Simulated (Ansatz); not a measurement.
Compare A (`BN([SiH3])C=C`) with its isomer B (`C=C[SiH2]BN`).

Isolated molecules relaxed with PBE0-D4/def2-TZVP in Ansatz; ΔE leaves out vibrations. CCSD(T)/CBS adds triple-zeta CCSD(T) − MP2 to the extrapolated MP2 energy (def2 sets, frozen cores). Functionals use def2-TZVPP. B3LYP here is the variant with VWN-RPA as its local correlation; programs differ in this. Each species was taken in one conformer, which may not be the lowest.

(1) Which is lower in electronic energy at CCSD(T)/CBS, and by how much? (An estimate is asked.)

(2) Give E(B) − E(A) in kJ/mol with CCSD/def2-TZVPP, ωB97M-V, B3LYP-D4, CCSD(T)/def2-TZVPP, HF/def2-TZVPP, r2SCAN-D4, PBE0-D4. (Best estimate.)

Largest T1 diagnostic: 0.013.

Answers

(1) Computed: A, by 15.5 kJ/mol.

(2) Ansatz gave: CCSD/def2-TZVPP 16.6, ωB97M-V 16.8, B3LYP-D4 18.3, CCSD(T)/def2-TZVPP 16.6, HF/def2-TZVPP 24.8, r2SCAN-D4 13.0, PBE0-D4 8.7. None reverses the order clearly.

From PBE to PBE0 (25 % exact exchange), in def2-TZVPP and without D4, E(B) − E(A) moves by +4.9 kJ/mol. The D4 term adds +6.6 kJ/mol with B3LYP and +3.4 kJ/mol with PBE0; it sums over pairs of atoms, weighted by their polarisabilities, and B3LYP, whose exchange is more repulsive, gets the larger term.
